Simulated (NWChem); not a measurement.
System: TaO, doublet; SMILES [O]=[Ta]

All runs: NWChem. Spin-unrestricted. No stability test was run on the SCF state. def2 effective core potentials on Ta; no spin-orbit coupling. The level has its own optimisation; frequencies are unscaled.

Problem. Estimate the computed values for CAM-B3LYP/def2-SVP. Quantities: r O–Ta (Å); highest harmonic frequency (cm⁻¹); zero-point energy (kcal/mol).

Solution. 
| Quantity | Value |
|---|---|
| r O–Ta (Å) | 1.687 |
| highest harmonic frequency (cm⁻¹) | 1075 |
| zero-point energy (kcal/mol) | 1.5 |
